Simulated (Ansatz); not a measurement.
Cost and result for the atomization energy of `[SiH3][SiH2][GeH2][GeH2][SiH2][GeH3]` (20 atoms, 19 bonds).

```json
{"atom": "Si1", "x (Å)": "1.974", "y (Å)": "1.619", "z (Å)": "-0.939"}
{"atom": "Si2", "x (Å)": "-0.166", "y (Å)": "1.685", "z (Å)": "-1.878"}
{"atom": "Ge3", "x (Å)": "-1.867", "y (Å)": "1.107", "z (Å)": "-0.311"}
{"atom": "Ge4", "x (Å)": "-2.044", "y (Å)": "-1.300", "z (Å)": "-0.054"}
{"atom": "Si5", "x (Å)": "0.091", "y (Å)": "-2.234", "z (Å)": "0.419"}
{"atom": "Ge6", "x (Å)": "1.046", "y (Å)": "-1.108", "z (Å)": "2.286"}
{"atom": "H7", "x (Å)": "2.325", "y (Å)": "0.238", "z (Å)": "-0.517"}
{"atom": "H8", "x (Å)": "2.030", "y (Å)": "2.509", "z (Å)": "0.251"}
{"atom": "H9", "x (Å)": "2.984", "y (Å)": "2.080", "z (Å)": "-1.930"}
{"atom": "H10", "x (Å)": "-0.415", "y (Å)": "3.063", "z (Å)": "-2.391"}
{"atom": "H11", "x (Å)": "-0.237", "y (Å)": "0.747", "z (Å)": "-3.033"}
{"atom": "H12", "x (Å)": "-1.549", "y (Å)": "1.739", "z (Å)": "1.057"}
{"atom": "H13", "x (Å)": "-3.223", "y (Å)": "1.669", "z (Å)": "-0.781"}
{"atom": "H14", "x (Å)": "-2.622", "y (Å)": "-1.899", "z (Å)": "-1.351"}
{"atom": "H15", "x (Å)": "-3.021", "y (Å)": "-1.621", "z (Å)": "1.093"}
{"atom": "H16", "x (Å)": "-0.018", "y (Å)": "-3.690", "z (Å)": "0.712"}
{"atom": "H17", "x (Å)": "0.963", "y (Å)": "-2.063", "z (Å)": "-0.774"}
{"atom": "H18", "x (Å)": "0.286", "y (Å)": "-1.490", "z (Å)": "3.568"}
{"atom": "H19", "x (Å)": "2.530", "y (Å)": "-1.466", "z (Å)": "2.469"}
{"atom": "H20", "x (Å)": "0.932", "y (Å)": "0.415", "z (Å)": "2.103"}
```

Total charge 0; spin multiplicity 1. Correlated methods include outer-core shells of Ge, which these sets cover unevenly. Scalar relativity is left out up to krypton. Geometry: relaxed with PBE0-D4/def2-TZVP. It is one conformer, not always the lowest. Program: Ansatz. All runs use 6 threads of an AMD EPYC 7R13 on a shared host and a share of an NVIDIA H100 80 GB. Times are those of one run each, without the atoms' runs, and a repeat can differ threefold. Electronic energies, without spin–orbit coupling; frozen cores. CCSD(T)/CBS adds CCSD(T) − MP2 in def2-TZVPP to the MP2 limit, and its time is that of the two runs behind it. T1 = 0.013. With those shells the extrapolation isn't a true limit.

CCSD(T)/CBS is a level of theory with its own doubt, some kJ/mol a heavy atom from the limit and from the frozen cores, so smaller differences don't rank the functionals.

| level | functions | wall time |
| --- | --- | --- |
| PBE0-D4/def2-TZVPP | 466 | 1.8 s |
| PBE-D4/def2-TZVPP (with forces) | 466 | 2 s |
| r2SCAN-D4/def2-TZVPP (with forces) | 466 | 2.1 s |
| CCSD(T)/def2-SVP | 220 | 2.8 s |
| PBE-QIDH/def2-TZVPP | 466 | 3.1 s |
| B97M-V/def2-TZVPP | 466 | 3.8 s |
| BHLYP-D4/def2-TZVPP | 466 | 3.8 s |
| r2SCANh-D4/def2-TZVPP | 466 | 4.5 s |
| ωB97X-V/def2-TZVPP | 466 | 6.5 s |
| MP2/def2-QZVPP | 897 | 7 s |
| ωB97M-V/def2-TZVPP (with forces) | 466 | 9 s |
| CCSD(T)/def2-TZVPP | 466 | 30 s |
| CCSD(T)/CBS(def2) | – | 37 s |

**Question.** What atomization energy does each give, and how far from CCSD(T)/CBS? (Estimate.)

**Answer.** The calculation gave: 
| level | atomization (kJ/mol) | difference from CCSD(T)/CBS | per bond |
| --- | --- | --- | --- |
| PBE0-D4/def2-TZVPP | 5458.4 | -101.5 | -5.3 |
| PBE-D4/def2-TZVPP (with forces) | 5445.3 | -114.6 | -6.0 |
| r2SCAN-D4/def2-TZVPP (with forces) | 5541.8 | -18.1 | -1.0 |
| CCSD(T)/def2-SVP | 5169.9 | -390.0 | -20.5 |
| PBE-QIDH/def2-TZVPP | 5464.1 | -95.8 | -5.0 |
| B97M-V/def2-TZVPP | 5602.8 | 42.9 | 2.3 |
| BHLYP-D4/def2-TZVPP | 5480.0 | -79.9 | -4.2 |
| r2SCANh-D4/def2-TZVPP | 5530.5 | -29.4 | -1.5 |
| ωB97X-V/def2-TZVPP | 5595.1 | 35.2 | 1.9 |
| MP2/def2-QZVPP | 5412.6 | -147.3 | -7.8 |
| ωB97M-V/def2-TZVPP (with forces) | 5491.0 | -68.9 | -3.6 |
| CCSD(T)/def2-TZVPP | 5450.0 | -109.9 | -5.8 |
| CCSD(T)/CBS(def2) | 5559.9 | 0.0 | 0.0 |

In def2-TZVPP, CCSD(T) changes the Hartree–Fock value by +1315.4 kJ/mol (the triples alone add +54.9 kJ/mol) and MP2 by +1215.2 kJ/mol; breaking electron pairs costs correlation energy, which Hartree–Fock lacks. The D4 term adds +103.9 kJ/mol with B3LYP and +57.2 kJ/mol with PBE0; it sums over pairs of atoms, weighted by their polarisabilities, and B3LYP, whose exchange is more repulsive, gets the larger term. Leaving LDA and LC-ωPBE aside and taking each functional with its dispersion term where it has one, the values, not all of them listed here, spread over 235.5 kJ/mol, from revPBE-D4 to B97M-V. LDA lies +741.1 kJ/mol from PBE without D4, its usual overbinding.

B3LYP here is the variant with VWN-RPA as its local correlation; programs differ in this.
